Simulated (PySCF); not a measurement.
Gas-phase reaction: 4 Zn + 4 H + C4H8 (cyclic) → 4 ZnCH3

Computed with PySCF (xtb for GFN2) and rigid-rotor harmonic-oscillator thermochemistry at 1 bar. † marks an energy on the PBE0/def2-TZVP geometry and frequencies; other levels use their own. MP2 freezes the core. 6-31G* has spherical d functions here. Open shells (unrestricted): H (multiplicity 2), ZnCH3 (multiplicity 2); the rest are closed-shell singlets. GFN2 has no spin-polarisation term. B3LYP is the form with VWN-RPA correlation. Zn: all electrons, no relativistic terms. ZnCH3: computed as isolated molecules; such fragments, hydroxides, amides, oligomers or adducts are transient or little studied in the gas. MP2 isn't extrapolated to the basis-set limit.

| level | ΔH°(298 K), kJ |
|---|---|
| B3LYP/6-31G* | -784 |
| GFN2-xTB | ? |
| HF/def2-TZVP† | ? |
| MP2/def2-SVP† | -534 |
| PBE/def2-SVP | ? |
| PBE/def2-TZVP† | -567 |
| PBE0/def2-QZVP† | -601 |
| PBE0/def2-SVP† | -585 |
| r2SCAN/def2-TZVP† | -664 |
| ωB97X-V/def2-TZVP† | ? |

Question: What belongs in the gaps?

Answer: 
- GFN2-xTB, ΔH°(298 K), kJ: -672
- HF/def2-TZVP†, ΔH°(298 K), kJ: -457
- PBE/def2-SVP, ΔH°(298 K), kJ: -591
- ωB97X-V/def2-TZVP†, ΔH°(298 K), kJ: -589
